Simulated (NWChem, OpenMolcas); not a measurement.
How basis sets differ on InSiH3ClO (SMILES [SiH3][O][In][Cl])

The species is InSiH3ClO (7 atoms), meant as a doublet with charge 0. SMILES: `[SiH3][O][In][Cl]`. The shape is that of a PBE0-D4/def2-TZVP optimisation. This is one conformer, not always the lowest.

```xyz
7

Si    0.0166    1.1446    0.4608
O     0.2037   -0.4416    0.1145
In   -0.4376   -1.7233   -1.2706
Cl    0.3307   -3.9332   -1.0412
H     0.4962    2.0095   -0.6553
H     0.8037    1.4578    1.6819
H    -1.4134    1.4861    0.7099
```

Quantity: the dipole moment, in D. The values are calculated.

```json
{"level": "ROHF/ANO-RCC-MB (DKH2)", "kind": "Hartree–Fock", "program": "OpenMolcas", "value (D)": "3.84", "CPU time": "6.9 s"}
{"level": "UHF/STO-3G", "kind": "Hartree–Fock", "program": "OpenMolcas", "value (D)": "4.12", "CPU time": "5.9 s"}
{"level": "UHF/3-21G", "kind": "Hartree–Fock", "program": "NWChem", "value (D)": "4.27", "CPU time": "18 s"}
{"level": "UHF/def2-SVP (core potential)", "kind": "Hartree–Fock", "program": "NWChem", "value (D)": "3.15", "CPU time": "31 s"}
```

All-electron rows without a relativistic Hamiltonian named are non-relativistic, while core potentials hold scalar relativity, so basis and relativity change together. The values span 3.15 to 4.27 D. Magnitudes only. Sets without polarisation functions give poor dipoles. CPU times are rough (shared hosts, several kinds of processor and program).
